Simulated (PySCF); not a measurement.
Geometry:
```tsv
atom	x (Å)	y (Å)	z (Å)
O1	-1.130	1.519	-0.336
C2	-1.770	0.509	-0.201
C3	-1.132	-0.803	0.150
O4	0.216	-0.719	0.391
Si5	1.347	0.481	0.059
O6	2.802	-0.232	0.420
H7	-2.879	0.496	-0.341
H8	-1.370	-1.503	-0.682
H9	-1.670	-1.209	1.031
H10	1.305	0.834	-1.390
H11	1.289	1.638	0.981
H12	3.031	-1.015	-0.089
```

Geometry: PBE0-D3(BJ)/def2-SVP; GIAO shifts from PySCF 2.14, gas phase, non-relativistic, averaged over equivalent atoms.

At PBE0/6-31G (70 basis functions, 5.8 s wall time on 1 thread of an Arm Neoverse V1, shared host):
```csv
atoms,δ (ppm)
O1,611.4
O6,36.8
O4,-7.0
C2,198.2
C3,72.5
Si5,7.5
H7,10.31
H10/H11,5.65
H8/H9,4.99
H12,0.96
```

Scale: $^{17}$O (σ = 318.49 ppm) vs H2O; $^{13}$C (σ = 199.54 ppm), $^{29}$Si (σ = 444.75 ppm), $^{1}$H (σ = 32.61 ppm) against TMS (reference shieldings calculated alike).

What do these become at BP86/pcSseg-1?

Results:


```
  atoms  δ at BP86/pcSseg-1  change
     O1               632.5   +21.1
     O6                68.8   +32.0
     O4                35.5   +42.5
     C2               204.9    +6.7
     C3                80.1    +7.6
    Si5               -33.7   -41.2
     H7                9.72   -0.59
H10/H11                5.36   -0.29
  H8/H9                4.95   -0.04
    H12                1.39   +0.43
```

References, each an isolated molecule treated in the same way: H2O for $^{17}$O (σ = 332.56 ppm); $^{13}$C (σ = 179.74 ppm) and $^{29}$Si (σ = 333.91 ppm) and $^{1}$H (σ = 31.27 ppm) against TMS.

The largest change is at O4 (oxygen bonded to C, Si). Cost: 139 basis functions, 17 s wall time on 1 thread of an Arm Neoverse V1, shared host.

Unscaled 17O shifts of doubly bonded oxygen tend to come out too high, by tens of ppm or more. Experimental scales use liquid or dissolved standards, which lie at an offset from isolated H2O (liquid H2O: subtract about 36 ppm).
